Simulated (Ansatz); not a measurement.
`[CH3][GeH]([F])[Cl]` + H₂Se → `[CH3][GeH]([Cl])[SeH]` + H–F at 700 K and 1 bar (ligand exchange at a Ge–F bond).

Computed with Ansatz on PBE0-D4/def2-TZVP structures; ΔE is electronic, products minus reactants. CBS: MP2 limit from def2 TZ/QZ plus the TZ coupled-cluster correction, frozen cores. This one scheme is used for every species. For Ge, Se outer-core shells are correlated without core-valence functions, which leaves a few kJ/mol of doubt a bond. Scalar relativity is left out up to krypton. One conformer a species, not always the lowest.

```csv
species,CCSD(T)/CBS energy (Eh),H − E (kJ/mol),S (J/(mol·K))
`[CH3][GeH]([F])[Cl]`,-2676.23424,192.1,431.2
H₂Se,-2401.89790,61.1,251.1
`[CH3][GeH]([Cl])[SeH]`,-4977.73636,218.3,482.7
H–F,-100.39570,45.2,198.5
```

H − E and S are ideal-gas, rigid-rotor, harmonic terms from PBE0-D4/def2-TZVP, for one conformer and one mirror image of each species. 1 Eh = 2625.50 kJ/mol, R = 8.31446 J/(mol·K).

Q: By hand: ΔE, ΔH, ΔS and ΔG.

A: ΔE = (-4977.73636) + (-100.39570) − (-2676.23424) − (-2401.89790) = 0.00008 Eh = 0.2 kJ/mol. Δ(H − E) = 218.3 + 45.2 − 192.1 − 61.1 = 10.3, so ΔH = 10.5 kJ/mol. ΔS = 482.7 + 198.5 − 431.2 − 251.1 = -1.1 J/(mol·K). ΔG = 10.5 − 700 × (-1.1)/1000 = 11.3 kJ/mol.

Q: By hand: the equilibrium constant, and the temperature at which ΔG would vanish if ΔH and ΔS stayed fixed.

A: log₁₀ K = −ΔG/(RT ln 10) = -0.8. ΔH and −TΔS have one sign here, so there is no such temperature.

The number of gas molecules stays the same, so ΔS is small and ΔH decides. A doubt of 5 kJ/mol in ΔE shifts log₁₀ K by 0.4 here. Other conformers and mirror images would add mixing entropy, several J/(mol·K) or more a flexible species. These are equilibria of isolated gas molecules and say nothing of rates. Largest T1 diagnostic: 0.011 (customary marks: 0.02 for closed shells, 0.045 for open ones).

ΔS is within the doubt of such terms, so its sign, and with it that verdict, could turn.
